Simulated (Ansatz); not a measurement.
`C[SiH](F)[SiH2]N` and `C[SiH](F)C=N` differ in one atom or group.

Ansatz, PBE0-D4/def2-TZVP geometries, multiplicity 1. Each molecule was computed in one conformer, which needn't be the lowest.

```json
{"property": "HOMO energy (ωB97M-V/def2-TZVPP) / eV", "`C[SiH](F)[SiH2]N`": "-9.44"}
{"property": "size of the dipole moment (PBE/def2-TZVPP) / D", "`C[SiH](F)[SiH2]N`": "2.70"}
{"property": "size of the dipole moment (ωB97M-V/def2-TZVPP) / D", "`C[SiH](F)[SiH2]N`": "2.71"}
{"property": "LUMO energy (ωB97M-V/def2-TZVPP) / eV", "`C[SiH](F)[SiH2]N`": "1.24"}
{"property": "size of the dipole moment (B3LYP/def2-TZVPP) / D", "`C[SiH](F)[SiH2]N`": "2.71"}
{"property": "LUMO energy (PBE/def2-TZVPP) / eV", "`C[SiH](F)[SiH2]N`": "-1.25"}
```

**Question.** Give the same properties after the change, and the shifts. (Best estimate.)

**Answer.** Ansatz gave: 
```tsv
property	`C[SiH](F)C=N`	shift
HOMO energy (ωB97M-V/def2-TZVPP) / eV	-9.59	-0.15
size of the dipole moment (PBE/def2-TZVPP) / D	2.58	-0.12
size of the dipole moment (ωB97M-V/def2-TZVPP) / D	2.70	-0.01
LUMO energy (ωB97M-V/def2-TZVPP) / eV	1.15	-0.09
size of the dipole moment (B3LYP/def2-TZVPP) / D	2.70	-0.01
LUMO energy (PBE/def2-TZVPP) / eV	-2.13	-0.88
```

Dipoles are sizes alone; their direction can turn.

B3LYP here is the variant with VWN-RPA as its local correlation; programs differ in this.
